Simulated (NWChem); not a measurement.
Molecule: C$_{2}$H$_{7}$BFN; SMILES NB(CF)C

```xyz
12

C     -0.6854     1.9179     0.0035
B      0.0558     0.5234    -0.0056
N      1.4416     0.4005    -0.0034
C     -0.7738    -0.8323    -0.0089
F      0.0510    -1.9486     0.0092
H     -0.0059     2.7779    -0.0994
H     -1.4339     1.9803    -0.8041
H     -1.2453     2.0474     0.9459
H      1.8763    -0.5149     0.0010
H      2.0859     1.1793    -0.0031
H     -1.4514    -0.8843     0.8645
H     -1.4230    -0.8928    -0.9033
```
Atoms are numbered in this order, from 1.

Structure relaxed at the PBE0/def2-SVP level.

 Unshifted, non-relativistic core excitations; the lowest 4 roots alone, so stronger bands may lie above.

Question: List the first B K-edge excitations from PBE0/6-311G** (spherical d), restricted-window TDA (NWChem).

Answer: 
```
state  energy (eV)  dipole oscillator strength           leading excitation (squared amplitude)
-----  -----------  --------------------------  -----------------------------------------------
S1           181.9                      0.0637    1s of atom 2 or its equivalents → LUMO (0.98)
S2           183.8                      0.0009  1s of atom 2 or its equivalents → LUMO+1 (0.97)
S3           184.5                      0.0028  1s of atom 2 or its equivalents → LUMO+2 (0.85)
S4           184.9                      0.0001  1s of atom 2 or its equivalents → LUMO+3 (0.84)
```
